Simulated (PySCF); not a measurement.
CAM-B3LYP single point of singlet SF₆ at its PBE0 minimum.

Input, equivalent to the run apart from its starting density:

```python
from pyscf import gto, scf, dft
mol = gto.M(atom='''
S     -0.000000    -0.000000     0.000000
F      0.000000    -0.000000     1.565313
F     -0.000000     0.000000    -1.565313
F      1.565313    -0.000000    -0.000000
F      0.000000     1.565313     0.000000
F     -1.565313     0.000000     0.000000
F     -0.000000    -1.565313    -0.000000''',
    basis={'S': 'def2-TZVP', 'F': 'def2-TZVP'},
    charge=0, spin=0)
mf = dft.RKS(mol, xc='CAMB3LYP')
mf.grids.atom_grid = (75, 302)
aux = {'S': 'def2-universal-JKFIT', 'F': 'def2-universal-JKFIT'}
mf = mf.density_fit(auxbasis=aux)
mf.conv_tol = 1e-08
mf.diis_space = 10
mf.max_cycle = 60
mf.verbose = 4
mf.kernel()
```

SCF log (excerpt):

```
init E= -997.360940010259
  HOMO = -0.51004787746364  LUMO = 0.00878929938259176  gap/eV = 14.11828
cycle= 1 E= -997.364450127294  delta_E= -0.00351  |g|= 0.0609  |ddm|= 0.205
  HOMO = -0.511198154483834  LUMO = -5.50409576050015e-05  gap/eV = 13.90891
cycle= 2 E= -997.364181563913  delta_E= 0.000269  |g|= 0.0751  |ddm|= 0.0713
  HOMO = -0.513765585923096  LUMO = 0.00219502642315206  gap/eV = 14.04000
cycle= 3 E= -997.364937738892  delta_E= -0.000756  |g|= 0.0019  |ddm|= 0.0367
  HOMO = -0.513756023528644  LUMO = 0.00215480397376666  gap/eV = 14.03865
cycle= 4 E= -997.364938080626  delta_E= -3.42e-07  |g|= 0.000405  |ddm|= 0.00191
  HOMO = -0.513759343690856  LUMO = 0.00214535293407181  gap/eV = 14.03848
cycle= 5 E= -997.364938100715  delta_E= -2.01e-08  |g|= 3.05e-05  |ddm|= 0.000305
  HOMO = -0.51376065308352  LUMO = 0.00214450093483975  gap/eV = 14.03849
cycle= 6 E= -997.364938100981  delta_E= -2.65e-10  |g|= 2.75e-06  |ddm|= 4.89e-05
  HOMO = -0.513759951617131  LUMO = 0.00214545723623161  gap/eV = 14.03850
Extra cycle  E= -997.36493810098  delta_E= 2.27e-13  |g|= 1.83e-06  |ddm|= 4.46e-06
converged SCF energy = -997.36493810098
```

This run, together with those of the ionised and electron-attached species (not shown), took 34 s on 4 threads of a shared Intel Xeon Platinum 8259CL @ 2.50GHz (Skylake/Cascade Lake) host, with 223 basis functions; the process peaked at 3.2 GiB.
